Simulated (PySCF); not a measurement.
C4HCl2F, SMILES C#CC(F)=C(Cl)Cl. The structure is a stationary point at PBE-D3(BJ)/def2-SVP. The structure was generated by enumeration, and PubChem lists no compound with its InChIKey, so it may never have been made.

Calculation: PBE-D3(BJ)/def2-SVP in PySCF.

Harmonic wavenumbers (cm⁻¹): 96, 119, 222, 258, 273, 394, 417, 459, 591, 604, 612, 692, 918, 971, 1265, 1607, 2148, 3404. Rotational constants (GHz): 2.351, 1.454, 0.8984; symmetry number 1.

Work out the zero-point energy and the ideal-gas rigid-rotor harmonic-oscillator thermochemistry at 298.15 K and 1 atm.

ZPE = ½ Σ hcν = ½ × 15048 cm⁻¹ = 21.51 kcal/mol. H − E(el) = 26.68 kcal/mol. Entropy in cal/(mol K): translation 40.70, rotation 29.04, vibration 16.43, total 86.17. G − E(el) = 0.99 kcal/mol. Cp = 26.41 cal/(mol K). Modes under 150 cm⁻¹ make the vibrational entropy uncertain.
